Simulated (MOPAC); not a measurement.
Job for MOPAC: PM6 on H3OSb (SMILES [OH][SbH2]), a point of a bond scan (R = 2.214 Å).

```
PM6 1SCF PRECISE CHARGE=0 THREADS=1
H3OSb

Sb    -0.13991851 1    -0.18850357 1     0.17284294 1
H     -1.57925916 1    -0.00123820 1    -0.74909475 1
H      0.34632779 1    -1.50101127 1    -0.82596986 1
O      0.87678159 1     1.17036346 1    -0.87102850 1
H      1.97558598 1     2.51048222 1     0.50743278 1
```

It printed:

```
*******************************************************************************
 **                                                                           **
 **                              MOPAC v23.2.5                                **
 **                                                                           **
 *******************************************************************************
 ** MOPAC's Digital Object Identifier: https://doi.org/10.5281/zenodo.6511958 **
 **                                                                           **
 ** Please cite the open-source release paper for use of this MOPAC version:  **
 ** J. E. Moussa and J. J. P. Stewart (2026)                                  **
 ** MOPAC: An open-source semiempirical molecular orbital program             **
 ** J. Open Source Softw., 11(119), 8025, https://doi.org/10.21105/joss.08025 **
 *******************************************************************************

                              PM6 CALCULATION RESULTS

 *******************************************************************************
 *  PM6        - The PM6 Hamiltonian to be used
 *
 *
 *
 *                 CHARGE ON SYSTEM = 0
 *
 *
 *
 *  PRECISE    - TIGHTER CRITERIA TO BE USED
 *  1SCF       - DO 1 SCF AND THEN STOP
 *  THREADS=1  - MULTI-THREADING NOT USED
 *  T=         - A TIME OF 172800.0 SECONDS REQUESTED
 *  DUMP=N     - RESTART FILE WRITTEN EVERY 7200.0 SECONDS REQUESTED
 *******************************************************************************
PM6 1SCF PRECISE CHARGE=0 THREADS=1
 H3OSb

   ATOM   CHEMICAL          X               Y               Z
  NUMBER   SYMBOL      (ANGSTROMS)     (ANGSTROMS)     (ANGSTROMS)

     1      Sb         -0.13991851  *  -0.18850357  *   0.17284294  *
     2       H         -1.57925916  *  -0.00123820  *  -0.74909475  *
     3       H          0.34632779  *  -1.50101127  *  -0.82596986  *
     4       O          0.87678159  *   1.17036346  *  -0.87102850  *
     5       H          1.97558598  *   2.51048222  *   0.50743278  *



          CARTESIAN COORDINATES

    NO.       ATOM           X           Y           Z

     1        Sb         -0.1399     -0.1885      0.1728
     2         H         -1.5793     -0.0012     -0.7491
     3         H          0.3463     -1.5010     -0.8260
     4         O          0.8768      1.1704     -0.8710
     5         H          1.9756      2.5105      0.5074

 General Reference for PM6:
 "Optimization of Parameters for Semiempirical Methods V: Modification of NDDO Approximations
 and Application to 70 Elements", J. J. P. Stewart, J. Mol. Mod., 13, 1173-1213 (2007)
 URL: https://link.springer.com/article/10.1007/s00894-007-0233-4

           Empirical Formula: H3 O Sb  =     5 atoms



      MOLECULAR POINT GROUP   :   Cs


      RHF CALCULATION, NO. OF DOUBLY OCCUPIED LEVELS = 7


 -------------------------------------------------------------------------------
 PM6 1SCF PRECISE CHARGE=0 THREADS=1
 H3OSb



     1SCF WAS SPECIFIED, SO BFGS WAS NOT USED
     SCF FIELD WAS ACHIEVED


                              PM6 CALCULATION
                                                       MOPAC v23.2.5 Linux




          FINAL HEAT OF FORMATION =        131.83581 KCAL/MOL =     551.60102 KJ/MOL


          COSMO AREA              =        102.08 SQUARE ANGSTROMS
          COSMO VOLUME            =         87.00 CUBIC ANGSTROMS

          IONIZATION POTENTIAL    =          8.551479 EV
          HOMO LUMO ENERGIES (EV) =         -8.551 -2.450
          NO. OF FILLED LEVELS    =          7
          MOLECULAR WEIGHT        =        140.7731         POINT GROUP:  Cs

          MOLECULAR DIMENSIONS (Angstroms)

            Atom       Atom       Distance
            H     5    H     2     4.53040
            H     3    H     5     2.35159
           Sb     1    O     4     1.50117


          SCF CALCULATIONS        =          1





   ATOM   CHEMICAL          X               Y               Z
  NUMBER   SYMBOL      (ANGSTROMS)     (ANGSTROMS)     (ANGSTROMS)

     1      Sb         -0.13991851  *  -0.18850357  *   0.17284294  *
     2       H         -1.57925916  *  -0.00123820  *  -0.74909475  *
     3       H          0.34632779  *  -1.50101127  *  -0.82596986  *
     4       O          0.87678159  *   1.17036346  *  -0.87102850  *
     5       H          1.97558598  *   2.51048222  *   0.50743278  *

                             CARTESIAN COORDINATES

   1   Sb       -0.139918510    -0.188503570     0.172842940
   2    H       -1.579259160    -0.001238200    -0.749094750
   3    H        0.346327790    -1.501011270    -0.825969860
   4    O        0.876781590     1.170363460    -0.871028500
   5    H        1.975585980     2.510482220     0.507432780


           Empirical Formula: H3 O Sb  =     5 atoms



      MOLECULAR POINT GROUP   :   Cs


                  EIGENVALUES
 -23.43533 -15.65822 -12.45607 -11.77719 -10.76137  -9.30921  -8.55148  -2.44979
   2.76003   3.50078   4.71071 103.14706 103.23180 103.50346 103.52719 103.70562


              NET ATOMIC CHARGES AND DIPOLE CONTRIBUTIONS

  ATOM NO.   TYPE          CHARGE      No. of ELECS.   s-Pop       p-Pop       d-Pop
    1         Sb           0.813233        4.1868     1.50999     2.66679     0.00998
    2          H          -0.158149        1.1581     1.15815
    3          H          -0.158158        1.1582     1.15816
    4          O          -0.981234        6.9812     1.89211     5.08912
    5          H           0.484308        0.5157     0.51569
 DIPOLE           X         Y         Z       TOTAL
 POINT-CHG.     0.853     0.729     7.157     7.245
 HYBRID         0.204     0.424    -3.149     3.184
 SUM            1.057     1.152     4.008     4.302


          ATOMIC ORBITAL ELECTRON POPULATIONS

     Atom    s        px        py        pz      x^2-y^2     xz        z^2       yz        xy
    1 Sb   1.50999   0.73951   0.65972   1.26756   0.00126   0.00298   0.00086   0.00341   0.00147
    2  H   1.15815
    3  H   1.15816
    4  O   1.89211   1.82234   1.73606   1.53072
    5  H   0.51569

 **********************
 *                    *
 * JOB ENDED NORMALLY *
 *                    *
 **********************




 == MOPAC DONE ==
```

The run finished.

Cost: roughly 0.03 core-seconds.
